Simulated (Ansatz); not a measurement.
Computed with Ansatz on PBE0-D4/def2-TZVP structures; ΔE is electronic, products minus reactants. CBS: MP2 limit from def2 TZ/QZ plus the TZ coupled-cluster correction, frozen cores. This one scheme is used for every species. Functionals use def2-TZVPP. Each species was taken in one conformer, which may not be the lowest.

Consider the hydrogenolysis of the Si–O bond: `O[SiH](F)[SiH](Cl)Cl` + H₂ → `F[SiH2][SiH](Cl)Cl` + H₂O.

CCSD(T)/CBS gives +0.94 eV.

(1) Another level gave +0.89 eV. Which?
A. CAM-B3LYP/def2-TZVPP
B. r2SCAN0-D4/def2-TZVPP
C. revPBE/def2-TZVPP
D. RPA@PBE/def2-TZVPP

Largest T1 diagnostic among the species: 0.011.

## Answers

(1) D. RPA@PBE/def2-TZVPP 0.89, r2SCAN0-D4 0.99, revPBE 0.83, CAM-B3LYP 0.94 eV.

The D4 term adds +0.08 eV with B3LYP and +0.04 eV with PBE0; it sums over pairs of atoms, weighted by their polarisabilities, and B3LYP, whose exchange is more repulsive, gets the larger term. At CCSD(T), def2-SVP lies −0.12 eV from the extrapolated value and def2-TZVPP −0.00 eV. From r2SCAN to r2SCAN0 (25 % exact exchange), in def2-TZVPP and without D4, ΔE moves by −0.04 eV.

B3LYP here is the variant with VWN-RPA as its local correlation; programs differ in this.
